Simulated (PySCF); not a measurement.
Vertical excitations of a molecule C3H9B from TDA-LC-ωPBE/def2-SVPD (PySCF 2.14.0), as energy in eV (oscillator strength): 6.74 (0.001), 6.75 (0.001), 8.69 (0.073), 8.70 (0.069), 9.33 (0.008), 9.92 (0.171), 9.95 (0.184), 10.13 (0.000), 10.22 (0.001), 10.24 (0.007). Lowest triplet (TDA): 6.07 eV. The structure is a stationary point at B3LYP-D3(BJ)/def2-SVP. The values are those of a single conformer.

**Question.** Identify the compound among the candidates.
A) BCCC
B) CBCC
C) BC(C)C
D) CB(C)C

**Answer.** D, CB(C)C
